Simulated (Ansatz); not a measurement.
Computed with Ansatz.

A structure relaxed at PBE0-D4/def2-TZVP, charge 0, multiplicity 1:

```xyz
11

Si    1.226   -1.124    0.524
N    -0.194   -0.171    0.801
Si   -1.278    0.420   -0.393
Se   -0.282    1.672   -2.022
H     2.474   -0.315    0.489
H     1.368   -2.137    1.603
H     1.046   -1.794   -0.788
H    -0.317    0.214    1.726
H    -2.316    1.205    0.320
H    -1.884   -0.680   -1.182
H     0.156    2.710   -1.079
```

(1) Give its formula and SMILES.

(2) Summarise the bond lengths by kind.

Results:

(1) H7NSeSi2, `[SiH3]N[SiH2][SeH]`.

(2) 2 × N–Si 1.718 to 1.732 Å; 5 × H–Si 1.483 to 1.488 Å; 1 × H–N 1.010 Å; 1 × Se–Si 2.283 Å; 1 × H–Se 1.469 Å.
